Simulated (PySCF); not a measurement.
# I: ionisation energy

I [Kr] 4d10 5s2 5p5 (2P) → I⁺ [Kr] 4d10 5s2 5p4 (3P), as a difference of total energies. Calculation: PySCF 2.14, in aug-cc-pVQZ-DK3; the spin-free X2C one-electron Hamiltonian (Gaussian nucleus). Correlated levels: valence: [Kr] 4d10 frozen. The calculations carry no spin-orbit coupling.

```csv
method,ionisation energy (eV),plus first-order spin-orbit estimate,error of that sum (eV)
UHF,9.543,9.506,-0.945
LDA,10.805,10.768,+0.317
PBE,10.512,10.475,+0.024
PBE0,10.536,10.499,+0.048
r2SCAN,10.538,10.501,+0.050
wB97X,10.617,10.580,+0.129
MN15,10.433,10.396,-0.055
M06-2X,10.284,10.247,-0.204
MP2 (valence),10.393,10.356,-0.095
SCS-MP2 (valence),10.413,10.376,-0.075
```

Reference: 10.451 eV (measured; NIST Atomic Spectra Database, ionization energies).

A first-order spin-orbit estimate (lowest level to lowest level, LS coupling) adds -0.037 eV.

Errors of the correlated levels include the incompleteness of this basis and the frozen core.
